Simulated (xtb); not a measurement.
MoO$_{4}$ (SMILES [O]=[Mo-2](=[O])(=[O])=[O]), charge -2, singlet, from a rough starting geometry (GFN-xTB shapes and energies of metal compounds can be far from the true ones); GFN2-xTB (xtb).

xtb was given this input:
```
$ xtb mol.xyz --gfn 2 --chrg -2 --opt vtight --json

# file mol.xyz
5

Mo     0.03961017     0.06662221     0.04625542
O      1.37037624    -0.29420402    -0.99725663
O      0.45514299     0.30158059     1.63119550
O     -0.78222400     1.35350322    -0.61292049
O     -1.04594509    -1.41203026    -0.05152085
```

Q: What does xtb print? Leave out banner, timings and long lists.

A: 
```
   ID    Z sym.   atoms
    1   42 Mo     1
    2    8 O      2-5

           -------------------------------------------------
          |                Calculation Setup                |
           -------------------------------------------------

           -------------------------------------------------
          |                 G F N 2 - x T B                 |
           -------------------------------------------------

          ...................................................
          :                      SETUP                      :
          :.................................................:
          :  # basis functions                  26          :
          :  # atomic orbitals                  25          :
          :  # shells                           11          :
          :  # electrons                        32          :
          :  max. iterations                   250          :
          :  Hamiltonian                  GFN2-xTB          :
          :  restarted?                      false          :
          :  GBSA solvation                  false          :
          :  PC potential                    false          :
          :  electronic temp.          300.0000000     K    :
          :  accuracy                    1.0000000          :
          :  -> integral cutoff          0.2500000E+02      :
          :  -> integral neglect         0.1000000E-07      :
          :  -> SCF convergence          0.1000000E-05 Eh   :
          :  -> wf. convergence          0.1000000E-03 e    :
          :  Broyden damping             0.4000000          :
          :  net charge                         -2          :
          :  unpaired electrons                  0          :
          ...................................................

 iter      E             dE          RMSdq      gap      omega  full diag
   1    -18.2443348 -0.182443E+02  0.119E+01    4.16       0.0  T
   2    -18.3071763 -0.628415E-01  0.117E+01    7.03       1.0  T
   3    -18.7434726 -0.436296E+00  0.464E+00    5.38       1.0  T
   4    -18.7520420 -0.856944E-02  0.409E+00    5.22       1.0  T
   5    -18.7488792  0.316283E-02  0.188E+00    5.06       1.0  T
   6    -18.7573115 -0.843228E-02  0.436E-01    5.15       1.0  T
   7    -18.7576714 -0.359891E-03  0.187E-01    5.17       1.0  T
   8    -18.7577414 -0.700505E-04  0.473E-02    5.19       1.0  T
   9    -18.7577462 -0.483519E-05  0.146E-02    5.19       3.1  T
[...]
         :: total energy             -18.696480131015 Eh    ::
 * total energy  :   -18.6964801 Eh     change       -0.7949374E-09 Eh
 * total energy  :   -18.7030914 Eh     change       -0.6611238E-02 Eh
 * total energy  :   -18.7057753 Eh     change       -0.2683966E-02 Eh
 * total energy  :   -18.7059535 Eh     change       -0.1781815E-03 Eh
 * total energy  :   -18.7059620 Eh     change       -0.8447199E-05 Eh
 * total energy  :   -18.7059637 Eh     change       -0.1701267E-05 Eh
 * total energy  :   -18.7059639 Eh     change       -0.1998552E-06 Eh
 * total energy  :   -18.7059639 Eh     change       -0.5035201E-08 Eh
   *** GEOMETRY OPTIMIZATION CONVERGED AFTER 8 ITERATIONS ***
         :: total energy             -18.705963870685 Eh    ::
[...]
        24                          0.6712413              18.2654
        25                          0.6712458              18.2655
      -------------------------------------------------------------
                  HL-Gap            0.2098431 Eh            5.7101 eV
             Fermi-level            0.1142518 Eh            3.1089 eV

     #   Z          covCN         q      C6AA      α(0)
     1  42 Mo       3.216     1.019   341.343    44.451
     2   8 O        0.804    -0.755    30.282     7.376
     3   8 O        0.804    -0.755    30.282     7.376
     4   8 O        0.804    -0.755    30.282     7.376
     5   8 O        0.804    -0.755    30.282     7.376

 Mol. C6AA /au·bohr⁶  :       1557.103205
 Mol. C8AA /au·bohr⁸  :      84332.467444
 Mol. α(0) /au        :         73.957068

Wiberg/Mayer (AO) data.
largest (>0.10) Wiberg bond orders for each atom

 ---------------------------------------------------------------------------
     #   Z sym  total        # sym  WBO       # sym  WBO       # sym  WBO
 ---------------------------------------------------------------------------
     1  42 Mo   6.987 --     3 O    1.747     2 O    1.747     5 O    1.747
                             4 O    1.747
     2   8 O    2.040 --     1 Mo   1.747
     3   8 O    2.040 --     1 Mo   1.747
     4   8 O    2.040 --     1 Mo   1.747
     5   8 O    2.040 --     1 Mo   1.747
 ---------------------------------------------------------------------------

Topologies differ in total number of bonds
Writing topology from bond orders to xtbtopo.mol

molecular dipole:
                 x           y           z       tot (Debye)
 q only:       -0.028      -0.012      -0.012
   full:       -0.028      -0.012      -0.012       0.083
molecular quadrupole (traceless):
                xx          xy          yy          xz          yz          zz
 q only:       -0.000      -0.000      -0.000      -0.000      -0.000       0.000
  q+dip:       -0.000      -0.000      -0.000      -0.000      -0.000       0.000
   full:       -0.000      -0.000      -0.000      -0.000      -0.000       0.000

optimized geometry written to: xtbopt.xyz

           -------------------------------------------------
          | TOTAL ENERGY              -18.705963870685 Eh   |
          | GRADIENT NORM               0.000028053391 Eh/α |
          | HOMO-LUMO GAP               5.710121071013 eV   |
           -------------------------------------------------

normal termination of xtb
```
